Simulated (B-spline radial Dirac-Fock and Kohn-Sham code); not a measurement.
Z = 49 (indium), transition energy 2020 keV. Level of theory: a Dirac-Hartree-Slater potential of the neutral atom with a Latter tail (no hole, which puts coefficients of high multipoles low close above an edge), finite nucleus with surface currents; an atomic code on a B-spline grid. Subshells that would emit electrons below 1 keV are left out, and so is internal pair formation.

Q: A pure transition shows α(K) = 0.000259, L1/L2 = 45.8 and L1/L3 = 54.3. What is its multipolarity?
A. M1
B. M2
C. E4
D. M3
E. E2
F. M4
G. E1
H. E3

A: E. For comparison, α(K), L1/L2, L1/L3 are E1 0.000136, 91.5, 44.7; E3 0.000443, 25.4, 57.3; E4 0.000712, 16.2, 53.8; M1 0.000284, 57.9, 97.2; M2 0.000564, 39.0, 136; M3 0.000949, 28.4, 122; M4 0.00150, 21.7, 79.6.

Values without a named source are computed, but for edge energies of neutral atoms, which are taken from tables.
